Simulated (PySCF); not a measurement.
1,2,4,5-tetrafluorobenzene (`Fc1cc(F)c(F)cc1F`). Computed geometry: GFN2-xTB, gas phase.

```
atom  x, y, z in Å
F1     1.1423    2.4666    0.0505
C2     0.5818    1.2532    0.0247
C3    -0.7978    1.1445    0.0163
C4    -1.3774   -0.1117   -0.0110
F5    -2.7100   -0.2171   -0.0175
C6    -0.5816   -1.2533   -0.0309
F7    -1.1425   -2.4665   -0.0593
C8     0.7980   -1.1448   -0.0208
C9     1.3776    0.1115    0.0074
F10    2.7102    0.2171    0.0183
H11   -1.4136    2.0289    0.0309
H12    1.4142   -2.0290   -0.0345
```

**Question.** How far are the heavy atoms from their best plane (unweighted least squares)?

**Answer.** 0.002 Å rms; none is more than 0.003 Å off.

**Question.** What is the longest distance between nuclei?

**Answer.** F5···F10 and F1···F7, 5.438 Å.

**Question.** Work out the bond lengths F1–C2, C2–C3, C2–C9, C3–H11, C6–F7, C6–C8, C8–C9 in Å.

**Answer.** For F1–C2 the difference vector is (-0.5605, -1.2134, -0.0258) Å, of length 1.3368 Å. F1–C2 1.337; C2–C3 1.384; C2–C9 1.392; C3–H11 1.078; C6–F7 1.337; C6–C8 1.384; C8–C9 1.384 Å.

**Question.** Where is the centre of mass (commonest isotopes), and what is the radius of gyration?

**Answer.** Mass 150.009 u; centre at (0.000, 0.000, -0.002) Å; Rg = √(Σ m r²/M) = 2.179 Å. As Ia + Ib + Ic = 2 Σ m r², the three principal moments sum to 1425.0 u·Å².

**Question.** Give the dihedral angles C3–C2–C9–C8, C3–C2–C9–F10, C6–C8–C9–F10, F7–C6–C8–H12, F1–C2–C9–F10.

**Answer.** C3–C2–C9–C8 0° (synperiplanar); C3–C2–C9–F10 180° (antiperiplanar); C6–C8–C9–F10 180° (antiperiplanar); F7–C6–C8–H12 0° (synperiplanar); F1–C2–C9–F10 0° (synperiplanar). Dihedral signs follow IUPAC: positive where, seen along the central bond, the front bond turns clockwise onto the rear one.

**Question.** What are the angles C2–C3–C4, C2–C3–H11, F5–C4–C6, C3–C4–C6, C6–C8–C9, C2–C9–C8, C8–C9–F10?

**Answer.** From the scalar product of the two bond vectors; for C2–C3–C4 it is -0.9364 Å² over 1.3839 × 1.3837 Å², cos θ = -0.4890. C2–C3–C4 119.3°; C2–C3–H11 120.3°; F5–C4–C6 120.3°; C3–C4–C6 120.4°; C6–C8–C9 119.3°; C2–C9–C8 120.4°; C8–C9–F10 119.3°.

**Question.** How far apart are these pairs, which share no bond: F1···C9, C2···F7, C2···C8, C3···F7, C4···H11, F5···H12?

**Answer.** F1···C9 2.367 Å (2 bonds apart); C2···F7 4.101 Å (4 bonds apart); C2···C8 2.408 Å (2 bonds apart); C3···F7 3.628 Å (3 bonds apart); C4···H11 2.141 Å (2 bonds apart); F5···H12 4.505 Å (4 bonds apart).

**Question.** What is the repulsion energy of the bare nuclei, Σ ZA·ZB/RAB?

**Answer.** 518.38 Eh over 66 pairs, with full nuclear charges and distances in bohr; the largest single term is 21.38 Eh (C4 with F5, or a pair equal to it).

**Question.** Write the matrix of distances between heavy atoms (Å, lower triangle).

**Answer.** 
```
F1    0.000
C2    1.337  0.000
C3    2.348  1.384  0.000
C4    3.606  2.388  1.384  0.000
F5    4.695  3.605  2.348  1.337  0.000
C6    4.101  2.764  2.408  1.392  2.367  0.000
F7    5.438  4.101  3.628  2.367  2.742  1.337  0.000
C8    3.628  2.408  2.791  2.408  3.629  1.384  2.348  0.000
C9    2.367  1.392  2.408  2.764  4.101  2.388  3.606  1.384  0.000
F10   2.742  2.367  3.629  4.101  5.438  3.606  4.696  2.348  1.337  0.000
```

No GFN2-xTB frequencies stand behind this structure, so it isn't proved a minimum.
